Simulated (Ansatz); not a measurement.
Harmonic frequencies (cm⁻¹) at PBE0-D4/def2-TZVP from Ansatz: 35, 38, 60, 88, 97, 102, 108, 131, 146, 175, 199, 260, 373, 545, 568, 610, 719, 772, 780, 973, 981, 1109, 1178, 1195, 1224, 1351, 1447, 1448, 1469, 1473, 1479, 1490, 1502, 3000, 3062, 3065, 3078, 3093, 3155, 3161, 3181, 3186.

Each molecule was computed in one conformer, which needn't be the lowest.

(1) Which molecule is it?
A. `C[O][Sn]([F])([F])[GeH3]`
B. `C[O][Sn]([CH3])([F])[S]C`
C. `[CH3][SnH]([F])[Br]`
D. `C[S][SnH3]`

## Answers

(1) B.
